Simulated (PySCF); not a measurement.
**How methods differ on the excitation energy of Ni⁺**

Ni⁺ [Ar] 3d9 (2D) → Ni⁺ [Ar] 3d8 4p1 (high-spin determinant), as a difference of total energies. Computed with PySCF 2.14 in aug-cc-pVDZ (7s6p4d2f, 59 functions), with no relativity, point nucleus. Correlated levels: valence: [Ar] frozen. The calculations carry no spin-orbit coupling.

```csv
method,excitation energy (eV)
UHF,4.395
MP2 (valence),7.027
SCS-MP2 (valence),6.833
CCSD (valence),6.289
CCSD(T) (valence),6.374
```

Question: How much does correlation contribute at CCSD(T) (valence)?

Answer: 6.374 − (4.395) = 1.979 eV, measured against UHF.

The determinant of the upper state mixes LS terms, which raises its energy above the lowest term, most at the Hartree-Fock and MP2 levels.
